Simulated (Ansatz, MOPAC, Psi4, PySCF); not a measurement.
System: silicon dioxide molecule, SiO2, charge 0, multiplicity 1. SMILES: O=[Si]=O
Geometry: optimised at B3LYP-D3(BJ)/def2-TZVP (Ansatz, a quantum-chemistry and plane-wave program).

Property: vertical electron affinity to the doublet, in eV. Set-up: 6-311+G** with 5d, 6d on Na to Ar in Ansatz; spin-orbit terms left out; 6-31G* and kin with 6d, 5d where marked; open shells spin-unrestricted; valence correlation only; non-relativistic; each state is the SCF solution reached for its charge and spin; no dispersion term unless named. CBS(X,Y): correlation extrapolated as X^-3; Hartree-Fock from the larger set. [CCSD(T)-MP2]/basis is that difference in the basis named. Ab initio and DFT rows: single points at B3LYP-D3(BJ) geometries (Ansatz). Semi-empirical rows: differences of heats of formation at the shared geometry for vertical values. Sets without +, aug- or the D of def2-TZVPD hold no diffuse functions, which anions need.

Coupled cluster (Ansatz) is a level with limits of its own, used here on species with T1 under 0.025 (0.045 for open shells) and stable references: RI-MP2/CBS(aug-cc-pV(T+d)Z,aug-cc-pV(Q+d)Z)+[CCSD(T)-MP2]/aug-cc-pV(T+d)Z.

Value to compare with, RI-MP2/CBS(aug-cc-pV(T+d)Z,aug-cc-pV(Q+d)Z)+[CCSD(T)-MP2]/aug-cc-pV(T+d)Z (Ansatz): 1.48 eV.

| level | program | vertical electron affinity to the doublet (eV) | difference |
|---|---|---|---|
| AM1 | MOPAC | 0.19 | -1.29 |
| PM3 | MOPAC | -0.57 | -2.05 |
| HF/6-31G* | Ansatz | 0.33 | -1.15 |
| HF/6-311+G** | Ansatz | 1.00 | -0.48 |
| PBE/6-31G* | Ansatz | 0.81 | -0.67 |
| B3LYP/STO-3G | Ansatz | -6.46 | -7.94 |
| B3LYP/3-21G | Ansatz | 0.40 | -1.08 |
| B3LYP/6-31G* | Ansatz | 0.90 | -0.58 |
| B3LYP/6-311+G** | Ansatz | 1.64 | 0.16 |
| M06-2X/6-31G* (5d) | PySCF | 0.89 | -0.59 |
| wB97X-D/6-31G* | Psi4 | 0.86 | -0.62 |
| MP2/6-31G* | Ansatz | 0.42 | -1.06 |
| MP2/6-311+G** | Ansatz | 1.21 | -0.27 |
| PBE/def2-TZVPD | Ansatz | 1.54 | 0.06 |
| M06-2X/def2-TZVPD | PySCF | 1.59 | 0.11 |

Among the 13 habitual levels, B3LYP/STO-3G lies farthest from RI-MP2/CBS(aug-cc-pV(T+d)Z,aug-cc-pV(Q+d)Z)+[CCSD(T)-MP2]/aug-cc-pV(T+d)Z (Ansatz) (-7.94 eV) and B3LYP/6-311+G** nearest (0.16); 1 of 13 lie above it, and their mean absolute difference is 1.38 eV, the median 0.67. One case shows no general order.

The levels are drawn from those run, B3LYP/6-31G* more often than the rest, none by its result; left out are runs that failed, that the program found above a lower state of the same kind, or whose <S^2> lies over 0.5 above the pure value.
